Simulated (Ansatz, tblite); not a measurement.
Forces on Si(OMe)Me3 (C4H12OSi) at its PBE-D4/def2-SVP geometry. Charge 0, multiplicity 1.

The xTB rows come from tblite.

GFN1-xTB (tblite), largest force 1.79 eV/Å:

```xyz
18
positions Å, forces eV/Å
C     2.400   -0.226   -0.105    1.272   -0.352   -0.122
C    -0.664   -1.198    1.270   -0.164   -0.401    0.298
C    -0.718   -0.318   -1.698   -0.176   -0.176   -0.462
C    -1.239    1.769    0.544   -0.195    0.407    0.124
O     1.334    0.652    0.167   -1.501   -0.939   -0.248
Si   -0.301    0.214    0.067    1.303    0.726    0.189
H     2.412   -1.113    0.574   -0.098    0.519   -0.317
H     3.359    0.315    0.039   -0.362   -0.166   -0.043
H     2.386   -0.610   -1.153   -0.086    0.267    0.549
H    -0.392   -0.913    2.308   -0.170   -0.313   -0.354
H    -0.099   -2.117    1.011   -0.299    0.293    0.270
H    -1.743   -1.458    1.261    0.509   -0.039    0.172
H    -0.483    0.490   -2.421   -0.158   -0.457    0.131
H    -1.797   -0.558   -1.795    0.502    0.069   -0.183
H    -0.150   -1.222   -2.001   -0.307    0.389   -0.057
H    -0.997    2.603   -0.146   -0.244   -0.179    0.390
H    -0.974    2.090    1.572   -0.255    0.063   -0.418
H    -2.335    1.601    0.508    0.428    0.288    0.081
```

GFN2-xTB (tblite), largest force 1.40 eV/Å:

```
C 0.431 -0.253 -0.079
C -0.278 -0.707 0.555
C -0.302 -0.295 -0.841
C -0.344 0.840 0.254
O -0.612 -0.718 -0.198
Si 1.366 0.282 0.059
H -0.170 0.591 -0.348
H -0.593 -0.143 -0.033
H -0.156 0.310 0.615
H -0.197 -0.265 -0.642
H -0.380 0.558 0.225
H 0.746 0.110 0.093
H -0.175 -0.575 0.401
H 0.743 0.154 -0.044
H -0.384 0.585 0.128
H -0.229 -0.495 0.524
H -0.246 -0.128 -0.704
H 0.781 0.149 0.034
```

PBE-D4/def2-TZVP (Ansatz), largest force 0.65 eV/Å:

```
C 0.459 -0.432 -0.132
C -0.023 -0.116 0.087
C -0.026 -0.050 -0.135
C -0.048 0.154 0.046
O -0.649 0.041 0.023
Si 0.406 0.046 0.007
H -0.044 0.261 -0.155
H -0.298 -0.104 -0.026
H -0.039 0.137 0.272
H -0.075 -0.074 -0.270
H -0.146 0.239 0.065
H 0.277 0.069 0.000
H -0.064 -0.210 0.189
H 0.277 0.063 0.028
H -0.147 0.233 0.081
H -0.068 -0.215 0.178
H -0.074 -0.083 -0.265
H 0.283 0.039 0.008
```
